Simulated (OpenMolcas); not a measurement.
# A ladder of methods for GeH2Cl (SMILES [Cl][GeH2])

GeH2Cl: 4 atoms, total charge 0, spin state doublet. As SMILES, `[Cl][GeH2]`. The shape is that of a PBE0-D4/def2-TZVP optimisation.

Each level gives the dipole moment (D). The values are calculated.

```
              level             kind     program  value (D)  CPU time
     UHF/def2-TZVPP     Hartree–Fock  OpenMolcas       2.07      22 s
U-revPBE/def2-TZVPP              GGA  OpenMolcas          ?      46 s
   UBLYP/def2-TZVPP              GGA  OpenMolcas       1.56      45 s
    UPBE/def2-TZVPP              GGA  OpenMolcas       1.58      45 s
U-r2SCAN/def2-TZVPP         meta-GGA  OpenMolcas       1.71      56 s
  UM06-L/def2-TZVPP         meta-GGA  OpenMolcas       1.72      56 s
   UTPSS/def2-TZVPP         meta-GGA  OpenMolcas          ?      54 s
 UM06-2X/def2-TZVPP  hybrid meta-GGA  OpenMolcas       1.92      55 s
```

(1) Estimate what the levels marked ? give.

## Answers

(1) As computed at these levels: U-revPBE/def2-TZVPP: 1.59 D; UTPSS/def2-TZVPP: 1.64 D. All-electron rows without a relativistic Hamiltonian named are non-relativistic. The values span 1.56 to 2.07 D. Times are those of the runs behind each value, whatever else they computed, on shared processors of several kinds: orders of magnitude only.
